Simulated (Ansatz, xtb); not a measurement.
**Relative energy of two conformers of CH8BFNSi+**

We compare a, `C[SiH2][NH2+]BF`, a singlet, with b, `C[SiH2][NH2+]BF`, a singlet. Both are isolated ions in the gas phase, relaxed with B3LYP/6-31G*.

a (Å):

```xyz
13

C    -0.0842    0.6988    1.2890
B    -0.4007    0.8996   -2.2356
F    -0.2155   -0.0747   -3.0771
N    -1.6375    0.7802   -1.3580
Si   -1.3577   -0.2274    0.3030
H    -0.4048    1.7179    1.5317
H     0.0639    0.1718    2.2407
H     0.8894    0.7410    0.7889
H    -2.7338   -0.2198    0.8321
H    -0.9494   -1.5313   -0.2493
H    -2.3899    0.2940   -1.8638
H    -1.9925    1.7083   -1.1002
H     0.3372    1.8146   -2.0993
```

b (Å):

```xyz
13

C     0.6769    0.7401    0.8923
B    -1.2755   -0.8830   -1.8739
F    -2.1743   -0.2308   -1.1923
N     0.0902   -0.2174   -1.9440
Si    1.1522   -0.5737   -0.3312
H    -0.3980    0.7363    1.1041
H     0.9723    1.7413    0.5596
H     1.1974    0.5439    1.8384
H     2.5153   -0.5198   -0.8897
H     0.7075   -1.9464   -0.0230
H     0.0016    0.8029   -2.0335
H     0.6218   -0.5528   -2.7550
H    -1.4498   -1.9409   -2.3734
```

Problem. Estimate E(b) − E(a) at the level CCSD(T)/def2-SVP + ΔMP2/def2-TZVPP.

Solution. Too close to call at this level: CCSD(T)/def2-SVP + ΔMP2/def2-TZVPP gives E(b) − E(a) = −0.35 kcal/mol.

How the difference moves with the method:

```json
{"level": "B3LYP/6-31G*", "geometry": "B3LYP/6-31G*", "E(b) − E(a) (kcal/mol)": "−0.41", "departure from the last row (kcal/mol)": "−0.06", "job, with rough time for the two": "optimisation, 2.7 min"}
{"level": "HF/def2-SVP", "geometry": "B3LYP/6-31G*", "E(b) − E(a) (kcal/mol)": "−0.19", "departure from the last row (kcal/mol)": "+0.16", "job, with rough time for the two": "part of the CCSD(T) run"}
{"level": "MP2/def2-SVP", "geometry": "B3LYP/6-31G*", "E(b) − E(a) (kcal/mol)": "−0.18", "departure from the last row (kcal/mol)": "+0.16", "job, with rough time for the two": "part of the CCSD(T) run"}
{"level": "CCSD(T)/def2-SVP", "geometry": "B3LYP/6-31G*", "E(b) − E(a) (kcal/mol)": "−0.22", "departure from the last row (kcal/mol)": "+0.12", "job, with rough time for the two": "single point"}
{"level": "CCSD(T)/def2-SVP + ΔMP2/def2-TZVPP", "geometry": "B3LYP/6-31G*", "E(b) − E(a) (kcal/mol)": "−0.35", "departure from the last row (kcal/mol)": "", "job, with rough time for the two": "single point, 58 s"}
```

The largest departure from CCSD(T)/def2-SVP + ΔMP2/def2-TZVPP is that of MP2/def2-SVP, 0.16 kcal/mol. Levels run at GFN2-xTB geometries aren't shown. The last row adds to CCSD(T) the change of the MP2 difference between the two basis sets, here −0.12 kcal/mol.

With harmonic frequencies from B3LYP/6-31G* (ideal gas, rigid rotor, one conformer each, 298.15 K, 1 atm): on the last row, ΔE + ΔZPE = −0.33 kcal/mol. A mode under 50 cm⁻¹ makes harmonic enthalpies and free energies unreliable, so none is given.

The correlated steps freeze 9 core orbitals. Programs: Ansatz 0.2.0; the last row on 2 threads of AMD EPYC 7R43 64-Core Processor (Zen 3) on a shared host.
